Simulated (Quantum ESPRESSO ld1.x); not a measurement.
Values are calculated unless marked as measured or tabulated.
Question: Species: Sm3+. Configuration: [Xe] 4f2 5d2 6s1 (not the ground configuration). Code: ld1.x of Quantum ESPRESSO 7.5. Model: Dirac Kohn-Sham, PBE, spin-unpolarised, spherical densities, point nucleus; open shells fill j = l - 1/2 first. Some entries of the table are withheld. Estimate them.

| orbital | occ. | eigenvalue (hartree) | <1/r> (bohr^-1) | r(max) (bohr) |
|---|---|---|---|---|
| 1s1/2 | 2 | -1715.95 | (1) | 0.01449 |
| 2s1/2 | 2 | -282.206 | 16.35 | 0.08231 |
| 2p1/2 | 2 | -267.565 | 16.33 | (2) |
| 2p3/2 | 4 | -245.420 | 14.56 | (3) |
| 3s1/2 | 2 | -63.7997 | 5.943 | 0.2339 |
| 3p1/2 | 2 | -57.5071 | 5.856 | 0.2210 |
| 3p3/2 | 4 | -53.0263 | 5.410 | 0.2330 |
| 3d3/2 | 4 | -42.1179 | 5.282 | 0.1859 |
| 3d5/2 | 6 | -41.1464 | 5.170 | 0.1893 |
| 4s1/2 | 2 | -14.5152 | 2.502 | 0.5378 |
| 4p1/2 | 2 | -12.0889 | 2.401 | 0.5430 |
| 4p3/2 | 4 | -11.0749 | 2.253 | 0.5678 |
| 4d3/2 | 4 | -7.06824 | 2.050 | 0.5766 |
| 4d5/2 | 6 | -6.88210 | 2.014 | 0.5845 |
| 5s1/2 | 2 | -3.14764 | 1.033 | 1.200 |
| 5p1/2 | 2 | -2.40958 | (4) | 1.286 |
| 5p3/2 | 4 | -2.23134 | (5) | 1.346 |
| 4f5/2 | 2 | -2.16218 | 1.605 | 0.5736 |
| 4f7/2 | 0 | -2.13431 | 1.593 | 0.5773 |
| 5d3/2 | 2 | -1.19166 | (6) | 1.633 |
| 5d5/2 | 0 | -1.16964 | (7) | 1.657 |
| 6s1/2 | 1 | -0.94582 | 0.4379 | 2.735 |

Answer: 
(1) 1s1/2 <1/r> (bohr^-1): 68.84
(2) 2p1/2 r(max) (bohr): 0.06238
(3) 2p3/2 r(max) (bohr): 0.06801
(4) 5p1/2 <1/r> (bohr^-1): 0.9381
(5) 5p3/2 <1/r> (bohr^-1): 0.8863
(6) 5d3/2 <1/r> (bohr^-1): 0.6826
(7) 5d5/2 <1/r> (bohr^-1): 0.6716
